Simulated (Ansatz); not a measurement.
Consider the ligand exchange at the Si–N bond: `[SiH3]N[SiH](Cl)Cl` + `[OH][AlH2]` → `[AlH2][O][SiH3]` + `N[SiH](Cl)Cl`.

Program: Ansatz. Geometries: PBE0-D4/def2-TZVP. ΔE: electronic, gas phase. CCSD(T)/CBS is the MP2 limit (def2-TZVPP, def2-QZVPP) plus CCSD(T) − MP2 in def2-TZVPP, frozen cores. This one scheme is used for every species. Functionals use def2-TZVPP. B3LYP here is the variant with VWN-RPA as its local correlation; programs differ in this. HSE06 is defined as in plane-wave codes. One conformer a species, not always the lowest.

```
             level  ΔE (kJ/mol)  difference from CCSD(T)/CBS
       LDA (SPW92)        -46.6                          6.1
            PBE-D4        -46.0                          6.7
         revPBE-D4        -44.0                          8.7
         r2SCAN-D4        -54.7                         -2.0
           PBE0-D4        -50.0                          2.7
          B3LYP-D4        -55.0                         -2.3
        r2SCANh-D4        -55.2                         -2.5
        r2SCAN0-D4        -56.1                         -3.4
          HSE06-D4        -49.9                          2.8
          BHLYP-D4        -60.3                         -7.6
      CAM-B3LYP-D4        -57.7                         -5.0
           ωB97X-V        -54.3                         -1.6
           ωB97M-V        -53.2                         -0.5
            B2PLYP        -57.8                         -5.1
          PBE-QIDH        -53.9                         -1.2
               PBE        -49.2                          3.5
            revPBE        -50.5                          2.2
              BLYP        -57.8                         -5.1
            r2SCAN        -55.7                         -3.0
             B3LYP        -60.1                         -7.4
           r2SCANh        -56.4                         -3.7
           r2SCAN0        -57.4                         -4.7
             HSE06        -52.8                         -0.1
             BHLYP        -64.6                        -11.9
         CAM-B3LYP        -60.9                         -8.2
           LC-ωPBE        -54.5                         -1.8
RPA@PBE/def2-TZVPP        -51.7                          1.0
      MP2/def2-SVP        -50.6                          2.1
     CCSD/def2-SVP        -52.7                          0.0
  CCSD(T)/def2-SVP        -50.3                          2.4
     HF/def2-TZVPP        -72.1                        -19.4
    MP2/def2-TZVPP        -52.2                          0.5
   CCSD/def2-TZVPP        -55.9                         -3.2
CCSD(T)/def2-TZVPP        -52.8                         -0.1
     HF/def2-QZVPP        -73.2                        -20.5
    MP2/def2-QZVPP        -52.6                          0.1
SCS-MP2/def2-QZVPP        -56.2                         -3.5
      HF/CBS(def2)        -73.4                        -20.7
     MP2/CBS(def2)        -52.1                          0.6
    CCSD/CBS(def2)        -55.8                         -3.1
       CCSD(T)/CBS        -52.7                            0
```

Largest T1 diagnostic among the species: 0.012.

Leaving LDA and LC-ωPBE aside and taking each functional with its dispersion term where it has one, the values spread over 16.3 kJ/mol, from BHLYP-D4 to revPBE-D4. In def2-TZVPP, CCSD(T) changes the Hartree–Fock value by +19.3 kJ/mol (the triples alone add +3.1 kJ/mol) and MP2 by +19.9 kJ/mol. From BLYP to BHLYP (50 % exact exchange), in def2-TZVPP and without D4, ΔE moves by −6.8 kJ/mol.
